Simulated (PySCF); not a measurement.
C₃H₃BN₂O₂, SMILES CB(N=C=O)N=C=O.

Geometry optimised at PBE0-D3(BJ)/def2-SVP. The values are those of a single conformer.

Calculation: TDA-PBE/def2-SVPD (PySCF 2.14.0).

Vertical excitations. Isolated molecule, no solvent.

```tsv
state	energy (eV)	λ (nm)	f	main pairs
S1	4.77	260	0.000	HOMO→LUMO 100 %
S2	4.85	256	0.002	HOMO−1→LUMO 100 %
S3	5.92	209	0.356	HOMO−2→LUMO 87 %
S4	6.54	189	0.093	HOMO−3→LUMO 86 %
S5	6.76	183	0.015	HOMO→LUMO+1 97 %
S6	6.82	182	0.011	HOMO−1→LUMO+1 99 %
S7	7.09	175	0.000	HOMO−2→LUMO+1 100 %
S8	7.31	170	0.006	HOMO−4→LUMO 86 %
S9	7.33	169	0.002	HOMO−5→LUMO 88 %
S10	7.52	165	0.028	HOMO−1→LUMO+3 47 %, HOMO→LUMO+2 39 %, HOMO−1→LUMO+5 8 %
T1	4.64	267	0	HOMO→LUMO 92 %
T2	4.65	267	0	HOMO−1→LUMO 92 %
T3	4.84	256	0	HOMO−2→LUMO 100 %
T4	5.52	225	0	HOMO−3→LUMO 98 %
```
Triplets are in the Tamm–Dancoff approximation.
